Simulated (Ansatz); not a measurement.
A nudged elastic band was laid between two geometries of Cl3H3OSn (8 atoms, charge 0, multiplicity 1).

Theory: Ansatz, RKS PBE/def2-SVP.

```
movable images  : 5
climbing image  : yes
spring          : 5.0 eV/Å²
optimiser       : quadratic models (default)
start path      : through a guess of the saddle point
force threshold : 0.05 eV/Å
iteration limit : 60
end points      : relaxed
```

Image 0:

```xyz
8
Properties=species:S:1:pos:R:3
Sn 0.085 0.013 0.057
Cl -0.078 0.302 2.444
Cl 2.203 0.393 -0.919
H -0.872 1.346 -0.491
Cl -1.191 -1.839 -0.808
O 1.220 -1.971 0.975
H 0.573 -2.647 0.672
H 1.002 -1.819 1.923
```

Image 6:

```xyz
8
Properties=species:S:1:pos:R:3
Sn 0.006 -0.478 -0.334
Cl 0.913 0.318 2.945
Cl 2.111 0.261 -1.079
H -1.057 0.729 0.236
Cl -0.926 -1.672 -2.145
O 0.288 -1.888 1.095
H 0.857 -2.618 0.776
H 0.750 -0.876 2.358
```

Q: Which bonds break or form, and what moves?

A: Bonds broken: Sn1–Cl2, O6–H8. Bonds formed: Cl2–H8. Cl3H3OSn becomes Cl2H2OSn + ClH.

Q: What energy profile does the band end with?

A: It converged. The highest image is number 4 of 0 to 6, 0.75 eV above the first end and 0.07 eV above the last; the last end lies 0.68 eV above the first. A vibrational analysis at the climbing image gives one clearly imaginary mode, 226i cm⁻¹: a first-order saddle point. The orbitals stay closed-shell, which can raise the energy where a bond breaks towards radicals; this wasn't checked here.

| image | path coordinate (Å) | energy (eV) | Sn1–Cl2 (Å) | O6–H8 (Å) | Cl2–H8 (Å) |
| --- | --- | --- | --- | --- | --- |
| 0 | 0.00 | 0.00 | 2.41 | 0.98 | 2.44 |
| 1 | 0.62 | 0.06 | 2.43 | 0.99 | 2.33 |
| 2 | 1.24 | 0.19 | 2.47 | 0.99 | 2.22 |
| 3 | 1.86 | 0.38 | 2.59 | 1.03 | 1.92 |
| 4 | 2.48 | 0.75 | 2.96 | 1.37 | 1.45 |
| 5 | 3.10 | 0.71 | 3.28 | 1.65 | 1.34 |
| 6 | 3.72 | 0.68 | 3.49 | 1.68 | 1.34 |

Q: What is the geometry of the highest image?

A: 
```xyz
8
Properties=species:S:1:pos:R:3
Sn 0.152 -0.350 -0.192
Cl 0.847 0.317 2.602
Cl 2.141 0.518 -1.073
H -1.103 0.753 0.178
Cl -0.747 -1.797 -1.855
O 0.707 -1.904 1.071
H 0.149 -2.705 0.981
H 0.795 -1.055 2.140
```

Q: What are the harmonic wavenumbers there?

A: 226i, 48, 101, 107, 130, 200, 333, 354, 377, 469, 545, 578, 703, 822, 1091, 1447, 1897, 3671 cm⁻¹.

Run time: 87 s on 4 threads of Arm Neoverse V2, on a shared host, peak memory 0.16 GiB.
